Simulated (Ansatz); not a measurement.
F3H2NSi (`N[Si](F)(F)F`). Charge 0, multiplicity 1.

```xyz
7

N     0.310   -0.972   -0.255
Si   -0.134    0.594    0.129
F    -1.545    0.760    0.815
F    -0.192    1.462   -1.183
F     0.908    1.203    1.140
H    -0.034   -1.441   -1.075
H     0.686   -1.606    0.429
```

**Question.** What are the harmonic wavenumbers in cm⁻¹ at PBE0-D4/def2-TZVP (Ansatz, finite differences of forces, unscaled)? (An estimate is asked.)

**Answer.** Computed: 92, 237, 291, 311, 344, 370, 392, 781, 804, 970, 1006, 1017, 1580, 3636, 3730.

**Question.** Is this a minimum?

**Answer.** Yes, all 15 modes are real.

**Question.** Give the ideal-gas thermochemistry at 298.15 K and 1 bar (rigid rotor, harmonic oscillator; point group Cs, symmetry number 1).

**Answer.** Zero-point energy 93.1 kJ/mol; H(298) − E = 111.9 kJ/mol; entropy 326.7 J/(mol·K), of which translation 166.4, rotation 109.0, vibration 51.2; G(298) − E = 14.5 kJ/mol. Modes under 100 cm⁻¹ are hindered rotations or soft bends, so the harmonic entropy is rough.
